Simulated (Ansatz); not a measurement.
Relaxation of C$_{2}$H$_{7}$FSi$_{2}$ (12 atoms, charge 0, multiplicity 1), to a largest force component of 0.02 eV/Å in at most 40 steps.

The calculation used Ansatz 0.2.0, RKS PBE0-D4/6-31G.

```xyz
12
Properties=species:S:1:pos:R:3
F -0.678 1.880 0.577
C -0.049 0.796 0.889
C -0.866 -0.539 0.680
Si -0.382 -0.698 -1.181
Si 1.337 0.378 -0.430
H 0.391 0.902 1.890
H -1.877 -0.460 0.912
H -0.402 -1.368 1.268
H -1.389 0.084 -1.992
H -0.259 -2.120 -1.581
H 1.817 1.558 -1.169
H 2.432 -0.468 0.170
```

Problem. Where does it end, and by what steps?

Solution. It converged. Limits of this set-up: no polarisation functions. After 8 steps the energy has fallen by 0.962 eV; H11 moved furthest, 0.22 Å.

```tsv
step	energy less start (eV)	largest force component (eV/Å)	accepted
0	0.0000	5.472	yes
1	-0.8101	2.566	yes
2	-0.9281	0.844	yes
3	-0.9178	0.698	no
4	-0.9566	0.155	yes
5	-0.9555	0.305	no
6	-0.9608	0.027	yes
7	-0.9615	0.045	yes
8	-0.9617	0.015	yes
```

```xyz
12
Properties=species:S:1:pos:R:3
F -0.737 1.873 0.476
C 0.027 0.728 0.947
C -0.834 -0.520 0.710
Si -0.483 -0.765 -1.195
Si 1.402 0.438 -0.428
H 0.291 0.933 1.987
H -1.872 -0.383 1.027
H -0.414 -1.377 1.252
H -1.425 -0.019 -2.093
H -0.365 -2.190 -1.664
H 1.971 1.675 -1.059
H 2.514 -0.447 0.075
```

Whether the end is a true minimum wasn't checked by a vibrational analysis.

The run took 53 s on 1 thread of Arm Neoverse N1, on a shared host, peak memory 0.13 GiB.
